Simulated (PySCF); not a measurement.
Dipole response of Pt³²⁺ (platinum, charge +32)

[Kr] 4d10, closed-shell 1S. Calculation: PySCF 2.14, in an even-tempered Gaussian basis (18 s from 2.8 bohr⁻², ratio 2.5; 12 p from 3.6 bohr⁻², ratio 2.5; 9 d from 3.6 bohr⁻², ratio 2.5; 4 f from 20 bohr⁻², ratio 2.7; 3 g from 30 bohr⁻², ratio 2.7); no relativity, point nucleus. Coupled (time-dependent) response in atomic units; α is the mean over directions.

| method | mean α (bohr³) | C₆ (like pair) | S(−4) |
| --- | --- | --- | --- |
| UHF | 0.02370 | 0.009034 | 8.589e-05 |
| PBE0 | 0.02397 | 0.009142 | 8.850e-05 |

S(−4) is the Cauchy moment in α(ω) = α(0) + S(−4) ω² + …

α(iu) at PBE0:

| u (hartree) | α(iu) (bohr³) |
| --- | --- |
| 0 | 0.02397 |
| 2.00 | 0.02363 |
| 4.00 | 0.02266 |
| 8.00 | 0.01965 |
| 12.0 | 0.01642 |
| 16.0 | 0.01370 |
| 20.0 | 0.01157 |
| 30.0 | 0.008163 |
| 40.0 | 0.006257 |
| 60.0 | 0.004227 |
| 100 | 0.002409 |

A single London oscillator, α(iu) = α/(1 + u²/ω²), gives C₆ = (3/4) ω α². Matching the computed C₆ needs ω = 4 × 0.009142 / (3 × 0.02397²) = 21.2 hartree.

For an ion, C₆ is the dispersion term alone; charge-induced terms of lower order in 1/R come first.

A non-relativistic calculation at this Z misses sizeable relativistic shifts. Spin-orbit coupling, which splits the p, d and f shells strongly at this Z, is absent.
